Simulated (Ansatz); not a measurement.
System: C₂H₆Cl₂Sn, net charge 0, singlet state. 
Structure (B3LYP-D3(BJ)/def2-TZVP (Ansatz, an electronic-structure program) minimum search):
```
Sn
C 1 2.1400
H 2 1.0874 1 107.95
H 2 1.0883 3 109.95 1 119.21
H 2 1.0883 3 109.95 4 121.58
C 1 2.1400 2 122.14 3 -180.00
H 6 1.0874 1 107.95 2 180.00
H 6 1.0883 7 109.95 1 119.21
H 6 1.0883 7 109.95 8 121.58
Cl 1 2.3570 2 106.92 3 56.60
Cl 1 2.3570 2 106.92 3 -56.60
```

Computed values are from Ansatz. Correlated levels leave the core frozen unless marked. Open shells are spin-unrestricted. No spin-orbit coupling. The frozen core is the preceding noble-gas configuration, with the filled d and f shells of earlier blocks. In def2 rows, elements after Kr have scalar-relativistic effective core potentials. CBS marks a two-point X^-3 extrapolation of the correlation energy; Hartree-Fock from the larger set.

### Question
What is the dipole moment at CCSD(T)/def2-SVPD?

### Answer
3.88 D.

### Question
What is the total energy at CCSD(T)/CBS(def2-TZVPPD,def2-QZVPPD)?

### Answer
-1212.8330 Eh.

### Question
What is the atomisation energy De at CCSD(T)/CBS(def2-TZVPPD,def2-QZVPPD)?

### Answer
3769.3 kJ/mol.

### Question
What is the T1 diagnostic at CCSD/def2-QZVPPD?

### Answer
0.009.
